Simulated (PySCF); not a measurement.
# Which determinant of FeP lies lowest?

Unrestricted PBE0; basis Fe def2-TZVPP, P def2-TZVPP; no relativity; PySCF 2.14. Outer shells of the fragments: Fe 3d6 4s2; P 3s2 3p3.

Followed along the bond (rough minima from three points):

| 2Ms+1 | unpaired | ⟨S²⟩ at the start | R at minimum (Å) | Te (eV) |
| --- | --- | --- | --- | --- |
| 6 | σ ↑, π ↑↑, δ ↑↑ | 8.84 | 2.09 | 0.00 |
| 2 | δ ↑ | 2.53 | 2.17 | 0.13 |
| 4 | σ ↑, π ↑, δ ↑ | 4.71 | 2.11 | 0.24 |
| 2 | σ ↑, π ↓, δ ↑ | 2.67 | 2.19 | 0.31 |
| 6 | π ↑↑↑, δ ↑↑ | 8.80 | 2.23 | 0.35 |
| 4 | σ ↑, π ↑↓, δ ↑↑ | 4.89 | 2.15 | 0.44 |

Solutions found at the starting distance of 2.190 Å, counted from the lowest of them; the search is not exhaustive and high or unbound solutions are not listed, so other states can lie among these:

| 2Ms+1 | unpaired | term | E (eV) | ⟨S²⟩ | ⟨Lz²⟩ | μ (D) |
| --- | --- | --- | --- | --- | --- | --- |
| 6 | σ ↑, π ↑↑, δ ↑↑ | ⁶Σ⁺ | 0.00 | 8.84 | 0.00 | -4.31 |
| 2 | δ ↑ | mixed | 0.06 | 2.53 | 4.01 | -3.13 |
| 4 | σ ↑, π ↑, δ ↑ | mixed | 0.21 | 4.71 | 5.19 | -4.38 |
| 2 | σ ↑, π ↓, δ ↑ | mixed | 0.24 | 2.67 | 3.16 | -3.49 |
| 6 | π ↑↑↑, δ ↑↑ | mixed | 0.30 | 8.80 | 3.27 | -4.20 |
| 4 | σ ↑, π ↑↓, δ ↑↑ | mixed | 0.39 | 4.89 | 2.03 | -4.26 |

A term symbol is given only where ⟨S²⟩ and ⟨Lz²⟩ are close to those of a pure state; real π, δ and φ orbitals otherwise mix terms. A positive dipole means Fe(−)P(+).

**Question.** Compare the gap between the two lowest followed solutions at the starting distance with the gap between their minima.

**Answer.** At PBE0 the second solution (Ms = 0.5 of mixed spin, unpaired electrons δ ↑) lies +0.06 eV from the first (sextet, unpaired electrons σ ↑, π ↑↑, δ ↑↑) at 2.190 Å and +0.13 eV at the minima; the two curves relax by different amounts, since their minima lie near 2.17 and 2.09 Å.

With d or f electrons several states lie close, and the lowest PBE0 determinant need not be the measured ground state.
